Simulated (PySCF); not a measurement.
The dipole of `CO[Si@@H](C)S` from its density and from atomic charges.

Coordinates (GFN2-xTB, Å) and charges (e) from the PBE0/pcSseg-1 density (PySCF):

| atom | x | y | z | Mulliken | IAO | Hirshfeld | ESP-fitted |
| --- | --- | --- | --- | --- | --- | --- | --- |
| C1 | -1.733 | -0.701 | 0.699 | -0.0085 | -0.1976 | -0.0306 | -0.1163 |
| O2 | -0.540 | -0.997 | 0.035 | -0.6385 | -0.6426 | -0.2282 | -0.4301 |
| Si3 | 0.425 | 0.038 | -0.764 | +0.8938 | +1.0863 | +0.3999 | +0.7571 |
| C4 | 1.111 | 1.442 | 0.308 | -0.6479 | -0.7493 | -0.2168 | -0.5383 |
| S5 | 2.017 | -1.261 | -1.373 | -0.4209 | -0.3548 | -0.1682 | -0.4651 |
| H6 | -1.565 | 0.028 | 1.494 | +0.0996 | +0.1294 | +0.0428 | +0.0994 |
| H7 | -2.112 | -1.627 | 1.132 | +0.1232 | +0.1576 | +0.0521 | +0.1113 |
| H8 | -2.471 | -0.297 | 0.003 | +0.1003 | +0.1306 | +0.0428 | +0.0929 |
| H9 | -0.252 | 0.563 | -1.951 | -0.1024 | -0.1672 | -0.0907 | -0.1578 |
| H10 | 0.333 | 2.154 | 0.573 | +0.1379 | +0.1564 | +0.0434 | +0.1247 |
| H11 | 1.540 | 1.060 | 1.231 | +0.1515 | +0.1647 | +0.0463 | +0.1281 |
| H12 | 1.891 | 1.988 | -0.213 | +0.1502 | +0.1676 | +0.0483 | +0.1686 |
| H13 | 1.352 | -2.389 | -1.190 | +0.1617 | +0.1188 | +0.0590 | +0.2257 |

Problem. Compute μ = Σ q r for each scheme (1 e·Å = 4.803 D) and compare with the dipole of the full density.

Solution. The full density gives (-2.32, 1.14, 1.46) D, 2.97 D in size; dipole vectors point from the negative to the positive end.

```
    scheme     μx    μy    μz  size (D)  share of the full size (%)  angle to the full dipole (°)
  Mulliken  -3.29  1.72  0.94      3.83                         129                            15
       IAO  -2.06  1.74  0.38      2.72                          92                            25
 Hirshfeld  -1.14  0.55  0.63      1.41                          48                             3
ESP-fitted  -2.39  1.22  1.47      3.06                         103                             1
```

Problem. Which set comes closest?

Solution. Length of the difference vector: ESP-fitted 0.11 D, Mulliken 1.24 D, IAO 1.26 D, Hirshfeld 1.56 D. Closest: ESP-fitted. The schemes that divide the density aren't constrained to reproduce the dipole.

Problem. What is left for the Hirshfeld atoms' own dipoles?

Solution. The Hirshfeld atoms' densities add up to the full density, so μ = Σ q r + Σ (atomic dipoles). The atomic dipoles sum to (-2.32, 1.14, 1.46) − (-1.14, 0.55, 0.63) = (-1.18, 0.59, 0.83) D, 1.56 D in size.

Problem. With the origin at the mean of the coordinates, (0.000, 0.000, -0.001) Å, which are the largest single terms, by size, of the Mulliken dipole along the direction of the full one?

Solution. S5 +5.53, Si3 -2.98, H13 -1.99, H6 +0.94, H7 +0.94 D; all 13 atoms together +3.69 D. The single terms depend on the origin, their sum doesn't.

Problem. Give the size of the full dipole in other units.

Solution. 2.97 D = 1.167 au = 0.617 e·Å = 9.89 × 10⁻³⁰ C·m.

Isolated species at its GFN2-xTB geometry (one conformer only).

These values come from a run that also computed NMR shieldings. On an Arm Neoverse N1 with one thread, shared host with 64 logical CPUs at a one-minute load of 55, this took 24 s of wall time and 0.69 GiB of memory at its peak.

Shape of the structure used: `[CH3:1][O:2][Si@@H:3]([CH3:4])[SH:5]`: C1–O2–Si3–C4 60°, H–S5–Si3–O2 18°.
